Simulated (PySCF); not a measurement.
A structure optimised at PBE-D3(BJ)/def2-SVP, used in a PySCF frequency run:

```
Si
C 1 1.8596
H 2 1.1079 1 109.97
H 2 1.1079 3 108.97 1 -120.61
H 2 1.1079 3 108.97 4 -118.78
Cl 1 2.0691 2 110.50 3 -180.00
Cl 1 2.0691 2 110.50 3 60.00
Cl 1 2.0691 2 110.50 3 -60.00
```

Task: Write its SMILES, formula and point group.

Result: C[Si](Cl)(Cl)Cl, CH3Cl3Si, C3v

Task: What are its rotational constants (standard atomic weights)?

Result: 1.6931, 1.6931, 1.2549 GHz
